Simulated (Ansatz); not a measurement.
```xyz
9

C     1.2112   -0.6671    0.3859
B    -0.3271   -0.4416    0.3128
Ga   -1.2920    1.0576   -0.7554
H     1.4959   -1.7188    0.4824
H     1.4925   -0.2070    1.3496
H     1.8228   -0.1882   -0.3798
H    -1.0069   -1.1719    0.9882
H    -1.5494    2.5001   -0.1667
H    -1.8470    0.8370   -2.2171
```

The species carries charge 0 and has multiplicity 1.

Q: List the r2SCAN/def2-TZVPP orbital energies in eV (Ansatz). (An estimate is asked.)

A: The calculation gave: Occupied: -10121.83, -1244.07, -1100.52, -1100.40, -1100.39, -272.69, -180.61, -147.58, -100.58, -100.23, -100.19, -20.15, -20.00, -19.99, -19.86, -19.81, -18.43, -12.39, -10.96, -10.35, -10.07, -8.42, -7.33, -6.24. Lowest empty: -2.22, -2.02, 1.12, 1.40, 2.41, 2.65, 2.83, 2.91.
